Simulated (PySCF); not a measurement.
Computed spin Hamiltonian

Species: C3H10NSi2 (doublet state).
Atom-mapped SMILES: `[NH2:1][Si@H:2]1[CH2:3][CH2:4][CH2:5][SiH:6]1` (hydrogens: H7, H8 on N1; H9 on Si2; H10, H11 on C3; H12, H13 on C4; H14, H15 on C5; H16 on Si6)

Structure used (GFN2-xTB), in Å, numbered top down from 1:
```xyz
16
C3H10NSi2 angstrom
N      2.182   -0.698    0.935
Si     1.357    0.312   -0.205
C     -0.043   -0.732   -0.984
C     -1.291   -0.681   -0.105
C     -1.674    0.755    0.251
Si    -0.114    1.584    1.002
H      2.523   -1.592    0.619
H      2.869   -0.275    1.536
H      2.236    0.761   -1.312
H      0.251   -1.770   -1.135
H     -0.288   -0.328   -1.969
H     -1.097   -1.236    0.818
H     -2.126   -1.179   -0.612
H     -2.538    0.754    0.916
H     -1.979    1.285   -0.656
H     -0.276    3.047    0.891
```

The hyperfine couplings belong to this conformer and change with its torsions.

Computed, not measured: PySCF, UKS B3LYP, pcH-1 on C H N Si, non-relativistic, mean-field spin-orbit, GIAO. The structure is a single GFN2-xTB conformer in the gas phase; no vibrational or solvent corrections. The geometry wasn't refined by DFT: couplings that depend on bond lengths, twists or pyramidal angles can differ widely from those at the functional's own minimum, by a factor of two or more for some ions and for spin on atoms past the first row. Stability of the SCF solution: not tested.

```
g1, g2, g3                      : 2.00249, 2.00442, 2.00532
g_iso                           : 2.00407
Form of g                       : rhombic: the two nearest values differ by 32 % of g3 − g1
⟨S²⟩                            : 0.7522 (exact 0.7500)
HOMO–LUMO gap, α and β orbitals : 5.82, 4.15 eV
```

Isotropic coupling and dipolar principal values T1 to T3, in MHz:

```json
{"atom": "N1", "isotope": "14N", "a_iso": "4.1", "of which spin–orbit": "0.0", "T1": "-0.3", "T2": "-0.2", "T3": "0.5", "Mulliken spin population": "0.00"}
{"atom": "Si2", "isotope": "29Si", "a_iso": "-24.0", "of which spin–orbit": "0.1", "T1": "-15.1", "T2": "7.1", "T3": "8.0", "Mulliken spin population": "0.03"}
{"atom": "C3", "isotope": "13C", "a_iso": "5.2", "of which spin–orbit": "0.0", "T1": "-1.3", "T2": "-0.9", "T3": "2.2", "Mulliken spin population": "0.01"}
{"atom": "C4", "isotope": "13C", "a_iso": "-1.1", "of which spin–orbit": "0.0", "T1": "-0.7", "T2": "-0.1", "T3": "0.8", "Mulliken spin population": "0.00"}
{"atom": "C5", "isotope": "13C", "a_iso": "8.1", "of which spin–orbit": "0.0", "T1": "-3.3", "T2": "-2.4", "T3": "5.7", "Mulliken spin population": "-0.01"}
{"atom": "Si6", "isotope": "29Si", "a_iso": "-423.0", "of which spin–orbit": "0.9", "T1": "-167.0", "T2": "82.4", "T3": "84.6", "Mulliken spin population": "0.94"}
{"atom": "H7", "isotope": "1H", "a_iso": "-2.0", "of which spin–orbit": "0.0", "T1": "-1.3", "T2": "-0.9", "T3": "2.1", "Mulliken spin population": "0.00"}
{"atom": "H8", "isotope": "1H", "a_iso": "0.6", "of which spin–orbit": "0.0", "T1": "-1.7", "T2": "-1.4", "T3": "3.2", "Mulliken spin population": "0.00"}
{"atom": "H9", "isotope": "1H", "a_iso": "19.9", "of which spin–orbit": "0.0", "T1": "-2.3", "T2": "-0.7", "T3": "3.0", "Mulliken spin population": "0.01"}
{"atom": "H10", "isotope": "1H", "a_iso": "8.8", "of which spin–orbit": "0.0", "T1": "-1.3", "T2": "-0.7", "T3": "2.0", "Mulliken spin population": "0.00"}
{"atom": "H11", "isotope": "1H", "a_iso": "-1.0", "of which spin–orbit": "0.0", "T1": "-1.5", "T2": "-1.1", "T3": "2.6", "Mulliken spin population": "0.00"}
{"atom": "H12", "isotope": "1H", "a_iso": "-0.7", "of which spin–orbit": "0.0", "T1": "-2.4", "T2": "-1.9", "T3": "4.3", "Mulliken spin population": "0.00"}
{"atom": "H13", "isotope": "1H", "a_iso": "-2.1", "of which spin–orbit": "0.0", "T1": "-1.2", "T2": "-0.9", "T3": "2.1", "Mulliken spin population": "0.00"}
{"atom": "H14", "isotope": "1H", "a_iso": "16.1", "of which spin–orbit": "0.0", "T1": "-3.7", "T2": "-2.6", "T3": "6.3", "Mulliken spin population": "0.00"}
{"atom": "H15", "isotope": "1H", "a_iso": "50.7", "of which spin–orbit": "0.0", "T1": "-3.5", "T2": "0.1", "T3": "3.5", "Mulliken spin population": "0.02"}
{"atom": "H16", "isotope": "1H", "a_iso": "36.3", "of which spin–orbit": "0.0", "T1": "-9.4", "T2": "1.8", "T3": "7.6", "Mulliken spin population": "0.00"}
```

The largest Mulliken spin population is on Si6 (+0.94). The angles at Si6 add up to 328.0°, so it is pyramidal.

Under fast tumbling the dipolar parts average out, and these isotropic splittings remain (the largest six): 1 × 1H (H15, I = 1/2, 2 lines) with 1.81 mT, 1 × 1H (H16, I = 1/2, 2 lines) with 1.29 mT, 1 × 1H (H9, I = 1/2, 2 lines) with 0.71 mT, 1 × 1H (H14, I = 1/2, 2 lines) with 0.57 mT, 1 × 1H (H10, I = 1/2, 2 lines) with 0.32 mT and 1 × 14N (N1, I = 1, 3 lines) with 0.15 mT.

The 13C coupling of C5 (8.1 MHz) shows only in satellite lines or after enrichment, since that isotope makes up about 1.07 % of natural carbon.

The 29Si coupling of Si6 (-423.0 MHz) shows only in satellite lines or after enrichment, since that isotope makes up about 4.7 % of natural silicon.

Hardware: Arm Neoverse V1, one thread, shared host with 32 logical CPUs at a one-minute load of 16. Cost: 77 s of wall time (grids of density and orbitals included), 0.97 GiB resident at most.
